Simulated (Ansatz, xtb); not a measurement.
# C4H8Sn: which of two isomers lies lower

Structure a is `C1=C[CH2][SnH2][CH2]1`, a singlet and structure b is `C=[CH][SnH2][CH]=C`, a singlet. Both are isolated molecules in the gas phase, relaxed with PBE0-D4/def2-SVP; the shapes shown needn't be the lowest conformers.

a (Å):

```xyz
13

C    -2.3485   -2.8023   -1.1980
C    -1.4674   -3.2669   -0.2968
C    -0.5087   -2.3898    0.4574
C    -2.4807   -1.3500   -1.5595
Sn   -0.9820   -0.4176   -0.3035
H    -3.0110   -3.5182   -1.7014
H    -1.4414   -4.3457   -0.0962
H    -0.6584   -2.4622    1.5471
H     0.5400   -2.6690    0.2642
H    -1.6085    0.6669    0.8681
H     0.2948    0.3417   -1.1606
H    -2.2911   -1.1762   -2.6314
H    -3.4935   -0.9673   -1.3525
```

b (Å):

```xyz
13

C    -0.8932   -0.4927   -3.5742
C    -1.2410   -1.7781   -3.4661
C     0.9691   -1.9195   -0.8196
C     0.7922   -1.4026    0.3999
Sn   -0.5498   -3.0079   -1.8573
H    -0.2390   -0.0013   -2.8442
H    -1.2488    0.1361   -4.4000
H    -1.8998   -2.2138   -4.2278
H    -1.8200   -3.3389   -0.7490
H     0.0664   -4.4858   -2.4787
H     1.9342   -1.7662   -1.3191
H    -0.1451   -1.5191    0.9566
H     1.5816   -0.8357    0.9090
```

Question: Estimate which is lower in electronic energy at CCSD(T)/def2-SVP + ΔMP2/def2-TZVPP, and by roughly how much.

Answer: The CCSD(T)/def2-SVP + ΔMP2/def2-TZVPP calculation puts structure a lower, by 1.010 eV.

How the difference moves with the method:

```tsv
level	geometry	E(b) − E(a) (eV)	departure from the last row (eV)	job, with rough time for the two
PBE0-D4/def2-SVP	PBE0-D4/def2-SVP	+1.341	+0.331	optimisation, 75 s
HF/def2-SVP	PBE0-D4/def2-SVP	+0.848	−0.162	part of the CCSD(T) run
MP2/def2-SVP	PBE0-D4/def2-SVP	+1.179	+0.169	part of the CCSD(T) run
CCSD(T)/def2-SVP	PBE0-D4/def2-SVP	+1.022	+0.012	single point
CCSD(T)/def2-SVP + ΔMP2/def2-TZVPP	PBE0-D4/def2-SVP	+1.010		single point, 34 s
```

As drawn, b has 1 C=C in place of 2 C–C. Structure a has a 5-membered ring, b no ring.

The levels shown agree on the order. The largest departure from CCSD(T)/def2-SVP + ΔMP2/def2-TZVPP is that of PBE0-D4/def2-SVP, 0.331 eV. Levels run at GFN2-xTB geometries aren't shown. The last row adds to CCSD(T) the change of the MP2 difference between the two basis sets, here −0.012 eV.

With thermal terms from frequencies at re-optimised GFN2-xTB minima (ideal gas, soft modes damped towards free rotors, one conformer each, 298.15 K, 1 atm): on the last row, ΔE + ΔZPE = +0.918, ΔH = +0.966, ΔG = +0.828 eV.

The correlated steps freeze 8 core orbitals; the filled d shell of Sn is correlated, in a basis made for valence electrons. Atoms past krypton carry core potentials in the def2 sets and no spin–orbit term is included. Programs: Ansatz 0.2.0, xtb 6.7.1; the last row on 2 threads of Intel(R) Xeon(R) 6975P-C (Granite Rapids) on a shared host.
